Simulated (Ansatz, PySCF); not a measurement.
Potential energy curve for CN (anion, charge -1), singlet.

Computed with: RKS-PBE = restricted PBE/aug-cc-pVDZ (Ansatz, an electronic-structure program); UKS-PBE = unrestricted PBE/aug-cc-pVDZ in Ansatz; RKS-PBE0 = restricted PBE0/aug-cc-pVDZ run with PySCF; UCCSD(T) = PySCF with CCSD(T) on UHF/aug-cc-pVDZ, 2 core orbitals frozen.

Energies relative to the lowest point of each curve near equilibrium, in eV; the last columns give the difference from UCCSD(T):

```tsv
R / Å	RKS-PBE	UKS-PBE	RKS-PBE0	UCCSD(T)	RKS-PBE − UCCSD(T)	UKS-PBE − UCCSD(T)	RKS-PBE0 − UCCSD(T)
0.88	10.483	10.483	10.163	10.940	-0.456	-0.456	-0.776
0.93	6.507	6.507	6.223	6.844	-0.337	-0.337	-0.621
0.99	3.342	3.342	3.110	3.566	-0.224	-0.224	-0.456
1.05	1.441	1.441	1.270	1.579	-0.138	-0.138	-0.310
1.11	0.427	0.427	0.324	0.500	-0.073	-0.073	-0.176
1.14	0.165	0.165	0.098	0.211	-0.045	-0.045	-0.113
1.17	0.030	0.030	0.000	0.052	-0.021	-0.021	-0.052
1.20	0.000	0.000	0.008	0.000	0.000	0.000	0.008
1.24	0.091	0.091	0.152	0.065	0.025	0.025	0.087
1.28	0.298	0.298	0.414	0.255	0.042	0.042	0.159
1.36	0.951	0.951	1.182	0.931	0.019	0.019	0.251
1.44	1.788	1.788	2.139	1.789	-0.001	-0.001	0.350
1.56	3.169	3.169	3.702	3.187	-0.018	-0.018	0.515
1.76	5.381	5.379	6.219	5.351	0.030	0.028	0.868
1.92	6.905	6.728	7.973	6.668	0.237	0.059	1.305
2.13	8.538	7.907	9.882	7.767	0.771	0.141	2.116
2.32	9.692	8.582	11.259	8.342	1.349	0.240	2.916
2.56	10.790	9.095	12.601	8.765	2.025	0.329	3.836
2.83	11.664	9.422	13.702	9.030	2.633	0.391	4.671
3.14	12.337	9.636	14.493	9.198	3.138	0.438	5.295
3.48	12.804	9.766	14.856	9.298	3.507	0.468	5.559
4.09	13.228	9.855	15.047	9.376	3.852	0.480	5.672
4.70	13.388	9.861	15.076	9.405	3.983	0.456	5.671
```

RKS-PBE is furthest from UCCSD(T) at 4.70 (3.983 eV, above); its mean absolute difference over the points is 0.997 eV.

UKS-PBE is furthest from UCCSD(T) at 4.09 (0.480 eV, above); its mean absolute difference over the points is 0.193 eV.

RKS-PBE0 is furthest from UCCSD(T) at 4.09 (5.672 eV, above); its mean absolute difference over the points is 1.817 eV.

The restricted form behind RKS-PBE, RKS-PBE0 keeps the bonding electrons paired and can't separate into open-shell fragments. Where the anion isn't bound against loss of the electron, the finite basis alone holds it. The unrestricted solution behind UKS-PBE changes between 1.92 and 2.13 Å, which can leave a kink. The unrestricted determinant behind UKS-PBE is spin-contaminated at 1.76 to 4.70 Å (<S²> up to 2.6, against 0.00 for a pure singlet). At the longest distance RKS-PBE0 leaves fractional charges on the fragments, a sign of delocalisation error or of the restricted form. The unrestricted solution behind UCCSD(T) changes between 1.44 and 1.56 Å and between 1.56 and 1.76 Å, which can leave a kink. The unrestricted determinant behind UCCSD(T) is spin-contaminated at 1.28 to 4.70 Å (<S²> up to 3.0, against 0.00 for a pure singlet).
